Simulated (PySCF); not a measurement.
**How the method moves the HOMO and LUMO of `Bc1ccc(F)o1`**

Species: C₄H₄BFO.
Geometry (PBE0-D3(BJ)/def2-SVP, Å), atoms numbered from 1 in this order:
```xyz
11
C4H4BFO angstrom
B      1.835    0.113   -1.081
C      0.537   -0.007   -0.322
C     -0.151    0.876    0.496
C     -1.336    0.250    0.940
C     -1.284   -0.989    0.353
F     -2.118   -1.984    0.416
O     -0.220   -1.175   -0.383
H      2.247   -0.794   -1.760
H      2.447    1.150   -0.988
H      0.190    1.881    0.739
H     -2.120    0.629    1.589
```

Basis pcSseg-1 throughout (PySCF), one geometry. Isolated species at its PBE0-D3(BJ)/def2-SVP geometry, gas phase.

Task: How do the orbital energies, the gap and the dipole change with the method?

Result: 
```
   method                    kind  HOMO (eV)  LUMO (eV)  gap (eV)  μ (D)  SCF cycles
     OPBE                     GGA      -6.24      -2.70      3.53   2.30          16
      KT3                     GGA      -6.25      -2.73      3.52   2.28          16
      KT2                     GGA      -6.29      -2.80      3.49   2.33          16
     BP86                     GGA      -6.40      -2.91      3.49   2.33          16
    B3LYP           global hybrid      -7.08      -2.16      4.91   2.26          14
 mPW1PW91           global hybrid      -7.31      -2.00      5.31   2.23          14
BHandHLYP           global hybrid      -8.10      -1.01      7.09   2.23          13
  wB97X-D  range-separated hybrid      -9.03      -0.23      8.80   2.12          15
```

The HOMO spans 2.79 eV, from OPBE down to wB97X-D, and the gap runs from 3.49 eV (KT2) to 8.80 eV (wB97X-D). Over the methods OPBE (0 %), KT3 (0 %), KT2 (0 %), BP86 (0 %), B3LYP (20 %), mPW1PW91 (25 %), BHandHLYP (50 %), a straight line through the gap against the share of exact exchange rises by 0.72 eV for each 10 % (correlation coefficient 1.000). The dipole ranges from 2.12 D (wB97X-D) to 2.33 D (BP86). This basis has no diffuse functions.
